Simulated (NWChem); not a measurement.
System: CH$_{6}$O$_{2}$Si$_{2}$; SMILES O[Si@@H]1C[SiH2]O1

The following NWChem deck was run.

```
start job
memory heap 200 mb stack 900 mb global 1100 mb
geometry units angstroms noautoz
  O      0.177290    -2.193379    -0.522399
  Si    -0.031499    -0.864349     0.441651
  C     -1.337922     0.435030    -0.049632
  Si     0.171668     1.580059    -0.171058
  O      1.191090     0.292192     0.268430
  H      0.431978    -2.038616    -1.443188
  H     -0.125861    -1.424834     1.806559
  H     -2.061173     0.678966     0.735028
  H     -1.878245     0.242313    -0.981466
  H      0.225941     2.697569     0.806992
  H      0.494294     2.101851    -1.526508
end
basis spherical
  O library def2-svp
  Si library def2-svp
  C library def2-svp
  H library def2-svp
end
dft
  xc xpbe96 cpbe96
  iterations 150
  mulliken
end
task dft energy
```

Output (shortened):

```
             Northwest Computational Chemistry Package (NWChem) 7.3.0
             --------------------------------------------------------

 C1  symmetry detected

                             Geometry "geometry" -> ""
                             -------------------------

 Output coordinates in angstroms (scale by  1.889725989 to convert to a.u.)

  No.       Tag          Charge          X              Y              Z
 ---- ---------------- ---------- -------------- -------------- --------------
    1 O                    8.0000     0.10921202    -2.18997494    -0.53582007
    2 Si                  14.0000    -0.04007581    -0.85671215     0.43342164
    3 C                    6.0000    -1.37456637     0.44056630     0.01786252
    4 Si                  14.0000     0.12442645     1.58497017    -0.20135869
    5 O                    8.0000     1.16926772     0.29899145     0.18013548
    6 H                    1.0000     0.30665456    -2.03927148    -1.47122097
    7 H                    1.0000    -0.05004746    -1.41119155     1.80399620
    8 H                    1.0000    -2.04815509     0.68798512     0.84451255
    9 H                    1.0000    -1.97122960     0.24378712    -0.87805842
   10 H                    1.0000     0.23860937     2.70676242     0.76657745
   11 H                    1.0000     0.36281959     2.10078627    -1.57638654

 Effective nuclear repulsion energy (a.u.)     308.7444038426

  pbe96 is a nonlocal functional; adding pw91lda local functional.

                                 NWChem DFT Module
                                 -----------------

 Summary of "ao basis" -> "ao basis" (spherical)
 ------------------------------------------------------------------------------
       Tag                 Description            Shells   Functions and Types
 ---------------- ------------------------------  ------  ---------------------
 O                          def2-svp                 6       14   3s2p1d
 Si                         def2-svp                 8       18   4s3p1d
 C                          def2-svp                 6       14   3s2p1d
 H                          def2-svp                 3        5   2s1p

            General Information
            -------------------
          SCF calculation type: DFT
          Wavefunction type:  closed shell.
          No. of atoms     :    11
          No. of electrons :    56
           Alpha electrons :    28
            Beta electrons :    28
          Charge           :     0
          Spin multiplicity:     1
          Use of symmetry is: off; symmetry adaption is: off
          Maximum number of iterations: 150
          AO basis - number of functions:   108
                     number of shells:    52
          Convergence on energy requested:  1.00D-06
          Convergence on density requested:  1.00D-05
          Convergence on gradient requested:  5.00D-04

              XC Information
              --------------
          PerdewBurkeErnzerhof Exchange Functional  1.000
            Perdew 1991 LDA Correlation Functional  1.000 local
           PerdewBurkeErnz. Correlation Functional  1.000 non-local

             Grid Information
             ----------------
          Grid used for XC integration:  medium
          Radial quadrature: Mura-Knowles
          Angular quadrature: Lebedev.
          Tag              B.-S. Rad. Rad. Pts. Rad. Cut. Ang. Pts.
          ---              ---------- --------- --------- ---------
          O                   0.60       49          12.0       434
          Si                  1.10       88          11.0       590
          C                   0.70       49          10.0       434
          H                   0.35       45          12.0       434
          Grid pruning is: on
          Number of quadrature shells:   593
          Spatial weights used:  Erf1

      Superposition of Atomic Density Guess
      -------------------------------------

 Sum of atomic energies:        -767.47988099

      Non-variational initial energy
      ------------------------------

 Total energy =    -769.685221
 1-e energy   =   -1674.892508
 2-e energy   =     596.462883
 HOMO         =      -0.333871
 LUMO         =       0.037400

     ---------------------------------------------
      Total Density - Mulliken Population Analysis
     ---------------------------------------------

    Atom       Charge   Shell Charges
 -----------   ------   -------------------------------------------------------
    1 O    8     8.75   1.99  1.10  0.63  3.08  1.94  0.00
    2 Si  14    12.79   2.00  1.99  0.89  0.16  5.93  0.91  0.58  0.32
    3 C    6     6.78   1.99  0.98  0.33  2.14  1.34  0.01
    4 Si  14    13.12   2.00  1.99  0.95  0.23  5.93  1.00  0.79  0.22
    5 O    8     8.97   1.99  1.12  0.71  3.11  2.04  0.01
    6 H    1     0.65   0.52  0.07  0.06
    7 H    1     1.08   0.70  0.38  0.01
    8 H    1     0.84   0.64  0.17  0.03
    9 H    1     0.84   0.64  0.17  0.03
   10 H    1     1.08   0.70  0.37  0.01
   11 H    1     1.08   0.70  0.37  0.01

   convergence    iter        energy       DeltaE   RMS-Dens  Diis-err
 ---------------- ----- ----------------- --------- --------- ---------
 d= 0,ls=0.0,diis     1   -770.2935196835 -1.08D+03  2.15D-02  1.07D+00
 d= 0,ls=0.0,diis     2   -769.9463529952  3.47D-01  1.51D-02  4.54D+00
 d= 0,ls=0.0,diis     3   -770.4036117761 -4.57D-01  3.19D-03  1.02D-01
 d= 0,ls=0.0,diis     4   -770.4081548929 -4.54D-03  1.57D-03  5.82D-02
 d= 0,ls=0.0,diis     5   -770.4143988041 -6.24D-03  3.87D-04  2.55D-03
  Resetting Diis
 d= 0,ls=0.0,diis     6   -770.4146096259 -2.11D-04  1.59D-04  3.86D-04
 d= 0,ls=0.0,diis     7   -770.4146548397 -4.52D-05  1.05D-04  2.37D-05
 d= 0,ls=0.0,diis     8   -770.4146479012  6.94D-06  6.60D-05  7.77D-05
 d= 0,ls=0.0,diis     9   -770.4146579235 -1.00D-05  8.46D-06  1.34D-06
 d= 0,ls=0.0,diis    10   -770.4146580655 -1.42D-07  1.79D-06  6.08D-08

         Total DFT energy =     -770.414658065522
      One electron energy =    -1679.114231121009
           Coulomb energy =      666.208484031308
    Exchange-Corr. energy =      -66.253314818419
 Nuclear repulsion energy =      308.744403842597

 Numeric. integr. density =       55.999984018147

                       DFT Final Molecular Orbital Analysis
                       ------------------------------------

 Vector   26  Occ=2.000000D+00  E=-2.665169D-01
              MO Center=  3.1D-01,  4.6D-01, -8.9D-03, r^2= 2.8D+00
   Bfn.  Coefficient  Atom+Function         Bfn.  Coefficient  Atom+Function
  ----- ------------  ---------------      ----- ------------  ---------------
    68      0.453597   5 O  px               71      0.329723   5 O  px
    36      0.293000   3 C  px               35      0.182660   3 C  s
    39      0.158149   3 C  px               70     -0.152684   5 O  pz
   105     -0.142180  11 H  s                54     -0.139012   4 Si px
   104     -0.136953  11 H  s                89     -0.126791   8 H  s

 Vector   27  Occ=2.000000D+00  E=-2.638888D-01
              MO Center=  4.5D-01,  6.8D-01,  9.6D-02, r^2= 3.7D+00
   Bfn.  Coefficient  Atom+Function         Bfn.  Coefficient  Atom+Function
  ----- ------------  ---------------      ----- ------------  ---------------
    70      0.397261   5 O  pz               73      0.291038   5 O  pz
    99     -0.241778  10 H  s               100     -0.215635  10 H  s
     5      0.210094   1 O  py                8      0.148178   1 O  py
    37      0.146268   3 C  py               68      0.142562   5 O  px
   104      0.134457  11 H  s                69      0.124485   5 O  py

 Vector   28  Occ=2.000000D+00  E=-2.450844D-01
              MO Center= -4.6D-01, -2.1D-01,  7.5D-02, r^2= 3.9D+00
   Bfn.  Coefficient  Atom+Function         Bfn.  Coefficient  Atom+Function
  ----- ------------  ---------------      ----- ------------  ---------------
    37      0.355573   3 C  py                4     -0.263806   1 O  px
    40      0.254716   3 C  py                7     -0.198404   1 O  px
    84      0.195750   7 H  s                85      0.191628   7 H  s
    70     -0.156933   5 O  pz               35     -0.143227   3 C  s
   104     -0.130146  11 H  s                57     -0.122547   4 Si px

 Vector   29  Occ=0.000000D+00  E=-1.922774D-02
              MO Center=  5.5D-03,  1.1D+00, -7.2D-02, r^2= 4.8D+00
   Bfn.  Coefficient  Atom+Function         Bfn.  Coefficient  Atom+Function
  ----- ------------  ---------------      ----- ------------  ---------------
    57      0.858166   4 Si px               35      0.598975   3 C  s
    67     -0.525756   5 O  s                25      0.456939   2 Si px
    50     -0.320170   4 Si s                58     -0.315342   4 Si py
    54      0.251303   4 Si px               22      0.201125   2 Si px
    39      0.199924   3 C  px               18     -0.173944   2 Si s

 Vector   30  Occ=0.000000D+00  E= 5.782016D-03
              MO Center= -2.5D-02, -8.9D-01, -8.0D-01, r^2= 5.1D+00
   Bfn.  Coefficient  Atom+Function         Bfn.  Coefficient  Atom+Function
  ----- ------------  ---------------      ----- ------------  ---------------
    80     -0.751142   6 H  s                 3      0.701557   1 O  s
    35      0.702671   3 C  s                58      0.592420   4 Si py
    50     -0.525873   4 Si s                90     -0.491381   8 H  s
    26      0.427535   2 Si py              100     -0.278266  10 H  s
    27      0.187285   2 Si pz               73     -0.182320   5 O  pz

[...]
```

Level: PBE/def2-SVP. All runs use the structure optimised with B3LYP/6-31G* (spherical d).
